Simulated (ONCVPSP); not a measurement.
# Transferability test, ONCV potential for Ge

| Item | Value |
| --- | --- |
| Element | Ge (Z = 32) |
| Generator | ONCVPSP 4.0.1 |
| Type | optimised norm-conserving Vanderbilt (ONCV) |
| Functional | PBEsol |
| Relativity | scalar-relativistic |
| Frozen core | [Ar] 3d10 |
| Valence charge | 4 |
| Reference configuration | 4s2 4p2 |
| Partial waves | 4s: rc 1.65 bohr, ncon 4, nbas 8, qcut 3.1 1/bohr, 2 projectors, debl 1.1 Ha; 4p: rc 2.40 bohr, ncon 3, nbas 6, qcut 3.6 1/bohr, 3 projectors, debl 1.9 Ha |
| Local potential | polynomial inside 1.20 bohr (lpopt 4, dvloc0 0 Ha) |
| Core correction | Teter function, fcfact 5.5, rcfact 1.4 |

Energies are relative to the spin-unpolarised reference configuration 4s2 4p2; without spin polarisation the order of configurations can differ from experiment.

(1) Give the all-electron excitation energy and the error of the potential for: 4s2 4p1; 4s2 4p0; 4s1 4p0; 4s1 4p3.

Levels in the configuration 4s1 4p0:

```tsv
level	all-electron (eV)	pseudo (eV)
4s	-40.388	-41.023
```

Note: no bound ghost flagged; GHOST(+) flagged for s at 106.6 eV.

Answers

(1)

```
valence configuration  charge  ΔE all-electron (eV)  error AE − PS (meV)
              4s2 4p1      +1                 7.453                 -8.1
              4s2 4p0      +2                22.902                  -93
              4s1 4p0      +3                57.691                 -503
              4s1 4p3       0                 7.981                 -7.5
```
